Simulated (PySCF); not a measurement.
CH₄AlBN, AlBH₂N, AlBH₃N, Al₂BH₃N and others (calculated)

All values are calculated (PySCF 2.14.0). Calculation on a computer-drawn molecule: the log of a Hartree-Fock and frozen-core CCSD(T) single point meant for a local Hartree-Fock minimum, with one planted fault or none, to be diagnosed. Offsets are logged minus clean, where the clean run is the same molecule without the fault. The reference is restricted for singlets and unrestricted otherwise, and also for a bond in bohr or an excited solution. Adding or removing an electron swaps singlet and doublet. The excited solution moves the top pair (singlet) or top alpha electron (doublet) to the lowest empty orbital. Highest occupied and lowest empty are orbital energies over both spins, largest force is the largest gradient component, triples share is (T) over the correlation energy, the T1 limit is 0.02 restricted and 0.045 unrestricted, electrons count all cores, a negative frequency is imaginary (commonest isotopes), and the dipole is about the centre of nuclear charge.

Common to all runs: logged SCF converged yes; logged CC converged yes; logged SCF stable within its kind yes; possible faults no fault, one electron removed, one electron added, multiplicity raised by two, geometry at a saddle point, SCF held on an excited solution, minimal basis STO-3G, one bond length entered in bohr, all coordinates scaled.

(1) CH₄AlBN

Logged structure:
```xyz
8
CH4AlBN
B      0.2387     0.4222     2.2171
N     -0.0578     0.0784     1.1562
Al    -0.4528    -0.3797    -0.2577
C     -0.9023    -0.9010    -1.8656
H      0.5123     0.7396     3.1965
H     -1.2098    -0.1193    -2.3991
H     -1.6382    -1.5684    -1.8098
H     -0.1182    -1.3160    -2.3163
```

```
meant charge                         : 1
meant multiplicity                   : 1
meant basis                          : cc-pV(D+d)Z
logged electrons                     : 34
logged basis functions               : 85
logged spin squared                  : 0
logged highest occupied              : -18.414 eV
logged lowest empty                  : -2.8586 eV
logged largest force                 : 0.16013 hartree/bohr
logged T1 diagnostic                 : 0.011842
logged D1 diagnostic                 : 0.026918
logged triples share                 : 0.028406
logged dipole magnitude              : 0.19076 debye
logged energy HF                     : -360.98787 hartree
logged energy CCSD(T)                : -361.43371 hartree
planted fault                        : all coordinates scaled, by -8.9 %
HF energy offset from clean run      : 54.18 kcal/mol
CCSD(T) energy offset from clean run : 65.14 kcal/mol
```

Drawn bonds:
```tsv
atom	other atom	order
1	2	2
2	3	1
3	4	1
1	5	1
4	6	1
4	7	1
4	8	1
```

(2) AlBH₂N

Logged structure:
```xyz
5
AlBH2N
B     -1.8637    -2.0399    -0.7602
N     -1.2790    -0.9461    -1.0297
Al    -0.5049     0.5018    -1.3866
H     -2.4026    -3.0476    -0.5121
H      0.2028     1.8255    -1.7129
```

```
meant charge                         : 1
meant multiplicity                   : 1
meant basis                          : cc-pV(D+d)Z
logged electrons                     : 26
logged basis functions               : 21
logged spin squared                  : 0
logged highest occupied              : -15.278 eV
logged lowest empty                  : 0.83296 eV
logged largest force                 : 0.052017 hartree/bohr
logged T1 diagnostic                 : 0.021531
logged D1 diagnostic                 : 0.05053
logged triples share                 : 0.04573
logged dipole magnitude              : 3.0965 debye
logged energy HF                     : -318.17049 hartree
logged energy CCSD(T)                : -318.33423 hartree
planted fault                        : minimal basis STO-3G
HF energy offset from clean run      : 2409 kcal/mol
CCSD(T) energy offset from clean run : 2495 kcal/mol
```

Drawn bonds:
```tsv
atom	other atom	order
1	2	2
2	3	1
1	4	1
3	5	1
```

Notes: T1 above single-reference limit.

(3) AlBH₃N

Logged structure:
```xyz
6
AlBH3N
B     -1.4186    -2.6765    -0.1355
N     -0.3797    -2.3000     0.2600
Al     1.0962    -1.7636     0.8212
H     -2.3954    -3.0308    -0.5073
H      1.2980    -0.3155     1.0726
H      2.1846    -2.7429     1.0603
```

```
meant charge                         : 0
meant multiplicity                   : 1
meant basis                          : cc-pV(D+d)Z
logged electrons                     : 28
logged basis functions               : 66
logged spin squared                  : 0
logged highest occupied              : -11.056 eV
logged lowest empty                  : 1.7681 eV
logged largest force                 : 0.10069 hartree/bohr
logged T1 diagnostic                 : 0.013757
logged D1 diagnostic                 : 0.032876
logged triples share                 : 0.029362
logged dipole magnitude              : 1.5695 debye
logged energy HF                     : -322.81949 hartree
logged energy CCSD(T)                : -323.15324 hartree
planted fault                        : all coordinates scaled, by -5.9 %
HF energy offset from clean run      : 15.82 kcal/mol
CCSD(T) energy offset from clean run : 21.18 kcal/mol
```

Drawn bonds:
```tsv
atom	other atom	order
1	2	2
2	3	1
1	4	1
3	5	1
3	6	1
```

(4) Al₂BH₃N

Logged structure:
```xyz
7
Al2BH3N
B     -2.6174    -0.7314     1.6797
N     -1.7921    -0.1309     0.9428
Al    -0.4863     0.5542     0.0415
Al    -2.3986     4.0269    -3.1629
H     -3.3968    -1.2811     2.3583
H      1.0545     0.3584    -0.0071
H     -3.0586     5.0760    -4.1178
```

```
meant charge                         : 1
meant multiplicity                   : 1
meant basis                          : cc-pV(D+d)Z
logged electrons                     : 40
logged basis functions               : 89
logged spin squared                  : 0
logged highest occupied              : -11.104 eV
logged lowest empty                  : -5.186 eV
logged largest force                 : 0.023029 hartree/bohr
logged T1 diagnostic                 : 0.017168
logged D1 diagnostic                 : 0.040208
logged triples share                 : 0.031956
logged dipole magnitude              : 3.769 debye
logged energy HF                     : -564.45867 hartree
logged energy CCSD(T)                : -564.83781 hartree
planted fault                        : one bond length entered in bohr, row 3 of the drawn bonds
HF energy offset from clean run      : 42.33 kcal/mol
CCSD(T) energy offset from clean run : 42.48 kcal/mol
```

Drawn bonds:
```tsv
atom	other atom	order
1	2	2
2	3	1
3	4	1
1	5	1
3	6	1
4	7	1
```

(5) AlB₂H₄N

Logged structure:
```xyz
8
AlB2H4N
B      0.0299     2.2761    -2.6759
N      0.9355     1.6767    -2.0630
Al     2.2301     0.8203    -1.1906
B      3.8958     0.0134    -2.2781
H     -0.8214     2.8398    -3.2535
H      2.0973     0.6858     0.3834
H      3.9025    -1.1066    -2.7236
H      4.9015     0.6424    -2.4920
```

```
meant charge                         : 0
meant multiplicity                   : 1
meant basis                          : cc-pV(D+d)Z
logged electrons                     : 35
logged basis functions               : 85
logged spin squared                  : 0.7614
logged highest occupied              : -0.36045 eV
logged lowest empty                  : 6.2474 eV
logged largest force                 : 0.046112 hartree/bohr
logged T1 diagnostic                 : 0.017012
logged D1 diagnostic                 : 0.044141
logged triples share                 : 0.035039
logged dipole magnitude              : 8.5905 debye
logged energy HF                     : -348.05505 hartree
logged energy CCSD(T)                : -348.51422 hartree
planted fault                        : one electron added
HF energy offset from clean run      : 15.44 kcal/mol
CCSD(T) energy offset from clean run : -0.6769 kcal/mol
```

Drawn bonds:
```tsv
atom	other atom	order
1	2	2
2	3	1
3	4	1
1	5	1
3	6	1
4	7	1
4	8	1
```

(6) AlBH₂NO

Logged structure:
```xyz
6
AlBH2NO
B     -2.8773     1.0727    -2.3413
N     -2.3432     0.1661    -1.6918
Al    -1.5351    -1.2039    -0.7459
O     -0.8932    -2.5557    -1.3596
H     -3.3858     1.9363    -2.9553
H     -1.5964    -0.7852     0.8159
```

```
meant charge                         : -1
meant multiplicity                   : 1
meant basis                          : aug-cc-pV(D+d)Z
logged electrons                     : 36
logged basis functions               : 119
logged spin squared                  : 0
logged highest occupied              : -4.4884 eV
logged lowest empty                  : 2.9728 eV
logged largest force                 : 2.735e-05 hartree/bohr
logged lowest frequency              : 125.39 cm⁻¹
logged T1 diagnostic                 : 0.023194
logged D1 diagnostic                 : 0.064277
logged triples share                 : 0.040503
logged dipole magnitude              : 7.0534 debye
logged energy HF                     : -397.17946 hartree
logged energy CCSD(T)                : -397.76111 hartree
planted fault                        : no fault
HF energy offset from clean run      : 0 kcal/mol
CCSD(T) energy offset from clean run : 0 kcal/mol
```

Drawn bonds:
```tsv
atom	other atom	order
1	2	2
2	3	1
3	4	1
1	5	1
3	6	1
```

Notes: T1 above single-reference limit.

(7) B₃ClH₄

Logged structure:
```xyz
8
B3ClH4
B     -3.4560     0.5527    -0.5593
B     -1.8350     0.3546    -1.0083
B     -0.6406     1.5116    -1.3294
Cl    -0.8189    -2.8741    -1.3124
H     -4.3250     0.6258    -1.3853
H     -3.7778     0.6117     0.5965
H     -0.4715     1.9385    -2.4393
H      0.0753     1.9238    -0.4574
```

```
meant charge                         : 0
meant multiplicity                   : 1
meant basis                          : cc-pV(D+d)Z
logged electrons                     : 36
logged basis functions               : 85
logged spin squared                  : 0.9429
logged highest occupied              : -9.624 eV
logged lowest empty                  : -0.82862 eV
logged largest force                 : 0.022693 hartree/bohr
logged T1 diagnostic                 : 0.024282
logged D1 diagnostic                 : 0.12861
logged triples share                 : 0.023729
logged dipole magnitude              : 0.70274 debye
logged energy HF                     : -535.74588 hartree
logged energy CCSD(T)                : -536.15874 hartree
planted fault                        : one bond length entered in bohr, row 3 of the drawn bonds
HF energy offset from clean run      : 73.28 kcal/mol
CCSD(T) energy offset from clean run : 91.18 kcal/mol
```

Drawn bonds:
```tsv
atom	other atom	order
1	2	1
2	3	1
2	4	1
1	5	1
1	6	1
3	7	1
3	8	1
```

(8) B₃H₅O

Logged structure:
```xyz
9
B3H5O
B      1.4412    -1.0174     1.8603
B      0.2575     0.1649     1.4839
B      0.9539     2.5806    -0.5657
O     -1.0115     0.1741     1.9990
H      1.5765    -2.0159     1.2005
H      2.2210    -0.8722     2.7666
H      1.4231     3.6216    -0.1840
H      0.7786     2.4767    -1.7525
H     -1.2101    -0.5310     2.5952
```

```
meant charge                         : 0
meant multiplicity                   : 1
meant basis                          : cc-pVDZ
logged electrons                     : 28
logged basis functions               : 81
logged spin squared                  : 0.8681
logged highest occupied              : -8.6348 eV
logged lowest empty                  : 1.4802 eV
logged largest force                 : 0.021492 hartree/bohr
logged T1 diagnostic                 : 0.035572
logged D1 diagnostic                 : 0.15357
logged triples share                 : 0.028458
logged dipole magnitude              : 1.5427 debye
logged energy HF                     : -151.69467 hartree
logged energy CCSD(T)                : -152.16516 hartree
planted fault                        : one bond length entered in bohr, row 2 of the drawn bonds
HF energy offset from clean run      : 71.02 kcal/mol
CCSD(T) energy offset from clean run : 81.75 kcal/mol
```

Drawn bonds:
```tsv
atom	other atom	order
1	2	1
2	3	1
2	4	1
1	5	1
1	6	1
3	7	1
3	8	1
4	9	1
```

(9) B₃H₆Si

Logged structure:
```xyz
10
B3H6Si
B     -1.3438     0.3264    -0.1607
B      0.2806    -0.0589    -0.2350
B      1.5192     1.0625    -0.2117
Si     0.7776    -1.9977    -0.2852
H     -1.9394     0.3647     0.8832
H     -1.9641     0.5699    -1.1620
H      2.0567     1.3928     0.8119
H      1.9118     1.5661    -1.2311
H     -0.2292    -2.9846    -0.7379
H      2.1179    -2.3820    -0.7835
```

```
meant charge                         : 0
meant multiplicity                   : 2
meant basis                          : cc-pV(D+d)Z
logged electrons                     : 34
logged basis functions               : 95
logged spin squared                  : 0
logged highest occupied              : -16.263 eV
logged lowest empty                  : -6.8268 eV
logged largest force                 : 0.043996 hartree/bohr
logged T1 diagnostic                 : 0.017382
logged D1 diagnostic                 : 0.051516
logged triples share                 : 0.027754
logged dipole magnitude              : 3.8451 debye
logged energy HF                     : -366.09605 hartree
logged energy CCSD(T)                : -366.4835 hartree
planted fault                        : one electron removed
HF energy offset from clean run      : 177.7 kcal/mol
CCSD(T) energy offset from clean run : 188.4 kcal/mol
```

Drawn bonds:
```tsv
atom	other atom	order
1	2	1
2	3	1
2	4	1
1	5	1
1	6	1
3	7	1
3	8	1
4	9	1
4	10	1
```

(10) CH₆B₂O

Logged structure:
```xyz
10
CH6B2O
B     -1.4539    -0.0116     0.4060
B      0.0101    -0.9019     0.3541
C      0.9610    -1.0339     1.6228
O      0.3312    -1.4884    -0.8328
H     -2.5002    -0.5239     0.7119
H     -1.4951     1.1668     0.1605
H      1.8176    -1.6999     1.4690
H      0.4058    -1.3963     2.4948
H      1.3522    -0.0472     1.8985
H      1.1452    -1.9704    -0.8166
```

```
meant charge                         : 0
meant multiplicity                   : 1
meant basis                          : cc-pVDZ
logged electrons                     : 29
logged basis functions               : 86
logged spin squared                  : 0.7662
logged highest occupied              : -19.363 eV
logged lowest empty                  : -8.1444 eV
logged largest force                 : 0.086194 hartree/bohr
logged T1 diagnostic                 : 0.024106
logged D1 diagnostic                 : 0.12607
logged triples share                 : 0.028632
logged dipole magnitude              : 1.8428 debye
logged energy HF                     : -165.27618 hartree
logged energy CCSD(T)                : -165.81523 hartree
planted fault                        : one electron removed
HF energy offset from clean run      : 219.6 kcal/mol
CCSD(T) energy offset from clean run : 230.2 kcal/mol
```

Drawn bonds:
```tsv
atom	other atom	order
1	2	1
2	3	1
2	4	1
1	5	1
1	6	1
3	7	1
3	8	1
3	9	1
4	10	1
```
